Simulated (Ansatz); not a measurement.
Born–Oppenheimer molecular dynamics of CH₂AsN (5 atoms, charge 0, multiplicity 1). It starts from a relaxed structure.

These are results of RKS PBE-D4/def2-SVP in Ansatz, not measurements.

| Property | Result |
| --- | --- |
| ensemble | NVE (velocity Verlet) |
| time step | 1 fs |
| steps asked | 300 |
| starting velocities drawn for | 300 K |
| seed | 991030 |

First frame:

```xyz
5
Properties=species:S:1:pos:R:3
C -0.027 -0.713 0.260
N -1.126 -0.125 0.389
As 0.005 0.615 -1.167
H 0.478 -1.547 0.786
H 0.720 1.696 -0.309
```

(1) What does the run give?

(2) What happens to the structure?

(3) How do temperature and energy run in time?

## Answers

(1) The run went to its last step.

* steps done: 300
* time covered: 300 fs
* mean temperature over the second half: 148 K
* spread of the potential energy over the second half: 4.3 meV per atom
* mean potential energy of the second half above the start: 12.0 meV per atom

The conserved energy stayed within 0.27 meV per atom of its start (net change 0.1 meV per atom), so the integration is sound. The temperature averaged 0.49 of the 300 K drawn at the start: a run that starts near a minimum puts about half its kinetic energy into the potential. A run of 0.3 ps of so small a system gives no equilibrium averages.

(2) The same pairs are bonded in the first frame and the last. Pairs count as bonded within 1.25 times the sum of covalent radii (0.12 Å more for H–H). Another seed would give other details.

(3) 
```tsv
time (fs)	T (K)	potential energy less start (eV)	conserved less start (meV/atom)
0.0	300	0.000	0.00
15.0	140	0.063	0.14
30.0	107	0.075	0.16
45.0	135	0.065	0.21
60.0	182	0.047	0.17
75.0	99	0.079	0.21
90.0	85	0.084	0.16
105.0	189	0.043	0.09
120.0	211	0.035	0.08
135.0	152	0.058	0.13
150.0	77	0.088	0.25
165.0	190	0.044	0.16
180.0	198	0.040	0.15
195.0	150	0.059	0.10
210.0	82	0.085	0.13
225.0	234	0.026	0.07
240.0	136	0.065	0.21
255.0	73	0.089	0.20
270.0	99	0.079	0.24
285.0	203	0.038	0.13
300.0	188	0.044	0.10
```

The run took 5.1 min on 1 thread of Arm Neoverse V1, on a shared host, peak memory 0.095 GiB.
